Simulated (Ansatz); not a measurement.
```yaml
atoms:
  - { symbol: H, position_ang: [1.0670, 0.0000, 0.0000] }
  - { symbol: H, position_ang: [0.5335, 0.9241, 0.0000] }
  - { symbol: H, position_ang: [-0.5335, 0.9241, 0.0000] }
  - { symbol: H, position_ang: [-1.0670, 0.0000, 0.0000] }
  - { symbol: H, position_ang: [-0.5335, -0.9241, 0.0000] }
  - { symbol: H, position_ang: [0.5335, -0.9241, 0.0000] }
```

Basis set: def2-SVP (spherical functions). All electrons are correlated. Charge 0, multiplicity 1.

Computed with Ansatz (development build ahead of 0.2.0); each method stands on the lowest determinant of its kind that the runs found. Restricted open shells among the atoms or ions are ROHF, correlated in semicanonical orbitals with singles.

(1) Give the atomization energy at this shape (free ground-state atoms in the same class of orbitals less the molecule, no zero-point energy) of singlet H6 by RHF-MP2, RHF.

## Answers

(1)

| method | atomization energy |
| --- | --- |
| RHF-MP2 | 932.2 kJ/mol |
| RHF | 644.7 kJ/mol |

Caution: stretched shape with no unrestricted run beside it, a lower state can exist. Caution for RHF-MP2: bonds are stretched, where a single reference can fail.
